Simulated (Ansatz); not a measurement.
`C[CH2][Zn][F]` + HCl → `C[CH2][Zn][Cl]` + H–F at 700 K and 1 bar (ligand exchange at a Zn–F bond).

Gas-phase electronic energies from Ansatz, PBE0-D4/def2-TZVP geometries. CBS: MP2 limit from def2 TZ/QZ plus the TZ coupled-cluster correction, frozen cores. This one scheme is used for every species. For Zn outer-core shells are correlated without core-valence functions, which leaves a few kJ/mol of doubt a bond. Scalar relativity is left out up to krypton. Each species was taken in one conformer, which may not be the lowest.

```
         species  CCSD(T)/CBS energy (Eh)  H − E (kJ/mol)  S (J/(mol·K))
 `C[CH2][Zn][F]`              -1957.32060           238.1          415.4
             HCl               -460.38127            38.4          211.8
`C[CH2][Zn][Cl]`              -2317.32947           237.5          429.3
             H–F               -100.39570            45.2          198.5
```

H − E and S are ideal-gas, rigid-rotor, harmonic terms from PBE0-D4/def2-TZVP, for one conformer and one mirror image of each species. 1 Eh = 2625.50 kJ/mol, R = 8.31446 J/(mol·K).

Question: By hand: ΔE, ΔH, ΔS and ΔG.

Answer: ΔE = (-2317.32947) + (-100.39570) − (-1957.32060) − (-460.38127) = -0.02330 Eh = -61.2 kJ/mol. Δ(H − E) = 237.5 + 45.2 − 238.1 − 38.4 = 6.2, so ΔH = -55.0 kJ/mol. ΔS = 429.3 + 198.5 − 415.4 − 211.8 = 0.6 J/(mol·K). ΔG = -55.0 − 700 × (0.6)/1000 = -55.4 kJ/mol.

Question: By hand: the equilibrium constant, and the temperature at which ΔG would vanish if ΔH and ΔS stayed fixed.

Answer: log₁₀ K = −ΔG/(RT ln 10) = 4.1. ΔH and −TΔS have one sign here, so there is no such temperature.

The number of gas molecules stays the same, so ΔS is small and ΔH decides. A doubt of 5 kJ/mol in ΔE shifts log₁₀ K by 0.4 here. Other conformers and mirror images would add mixing entropy, several J/(mol·K) or more a flexible species. These are equilibria of isolated gas molecules and say nothing of rates. Largest T1 diagnostic: 0.015 (customary marks: 0.02 for closed shells, 0.045 for open ones).

ΔS is within the doubt of such terms, so its sign, and with it that verdict, could turn.
